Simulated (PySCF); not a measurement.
B(CF3)(Cl)(H) (CHBClF3), SMILES FC(F)(F)BCl. Heavy atoms are numbered as in [BH:1]([C:2]([F:3])([F:4])[F:5])[Cl:6]. Hydrogens are named by the atom that carries them.

Geometry: B3LYP-D3(BJ)/def2-SVP. This is a generated structure with no PubChem entry under its InChIKey; it may be hypothetical.

All values below come from B3LYP/pcSseg-1 (PySCF).

GIAO shieldings, no solvent; atoms alike by connectivity are averaged. δ = σ(ref) − σ: ¹¹B against BF3 (σ = 86.3 ppm); ¹³C against TMS (σ = 181.3 ppm); ¹⁹F against CFCl3 (σ = 161.7 ppm); ³⁵Cl against HCl (σ = 933.3 ppm); ¹H against TMS (σ = 31.68 ppm), references at their B3LYP-D3(BJ)/def2-TZVP geometries, non-relativistic (without spin–orbit terms, shifts of atoms bonded to Cl or Br come out too high).

```
nucleus    atoms  count  δ (ppm)
-------  -------  -----  -------
¹¹B      B1 (BH)      1     54.2
¹³C           C2      1    133.7
¹⁹F           F3      3    -92.1
³⁵Cl         Cl6      1    322.7
¹H       H on B1      1     6.57
```
